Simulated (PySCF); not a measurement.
Species: 1,4-bis(trifluoromethyl)benzene, C₈H₄F₆.
Bonds: F1–C2, C2–F3, C2–F4, C2–C5, C5–C6 (aromatic), C6–C7 (aromatic), C7–C8 (aromatic), C8–C9, C9–F10, C9–F11, C9–F12, C8–C13 (aromatic), C13–C14 (aromatic), C5–C14 (aromatic). Hydrogens: H15 on C6; H16 on C7; H17 on C13; H18 on C14.

Theory: PBE0-D3(BJ)/def2-SVP geometry optimisation, gas phase in PySCF 2.14.0.

Q: What internal coordinates does the optimisation give?

A: 
| bond | length (Å) |
| --- | --- |
| F1–C2 and 5 like bonds | 1.336 |
| C2–C5, C8–C9 | 1.505 |
| C5–C6 and 3 like bonds | 1.395 |
| C6–C7, C13–C14 | 1.391 |
| C6–H15 and 3 like bonds | 1.091 |

Bonds in one row agree within 0.01 Å and their mean is given. A selection of angles:
| angle | degrees |
| --- | --- |
| F1–C2–F3 | 107.7 |
| F1–C2–C5 | 111.7 |
| C2–C5–C6 | 119.6 |
| C6–C5–C14 | 120.4 |
| C5–C6–C7 | 119.8 |

Torsions: F1–C2–C5–C6 155° (antiperiplanar); C7–C8–C9–F10 41° (synclinal). The mirror-image conformer, all signs reversed, is as good.

All 6 C–F bonds measure 1.334 to 1.337 Å. Of the pairs four or more bonds apart, F12···H17 is among the closest relative to their van der Waals radii: 2.41 Å, 90 % of the sum of Bondi's values. The C–C distances run from 1.390 Å (C6–C7, aromatic) to 1.505 Å (C2–C5, drawn single), a spread of 0.115 Å. The 6-membered ring C5–C6–C7–C8–C13–C14 has internal angles of 119.8° to 120.4°; it is planar, 0.00 Å rms from its mean plane, widest ring torsion 0°.

Point group: near C2, missed by 0.12 Å at most; the miss may be what the optimiser left on a soft mode. Stationary, but not proved a minimum.
